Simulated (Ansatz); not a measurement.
C2H3BCl2 (`ClC1(Cl)BC1`), charge 0, multiplicity 1.

Problem. Give a relaxed structure at PBE0-D4/def2-TZVP (Ansatz 0.2.0). (An estimate is asked.)

Solution. The calculation gave: 
Z-matrix (Å, degrees):
```
C
Cl 1 1.752
B 1 1.534 2 118.2
Cl 1 1.751 2 114.7 3 148.7
C 1 1.519 2 116.7 3 -68.8
H 3 1.181 1 148.3 2 73.5
H 5 1.087 1 116.9 2 -2.7
H 5 1.087 1 116.5 2 -140.6
```
Point group Cs.
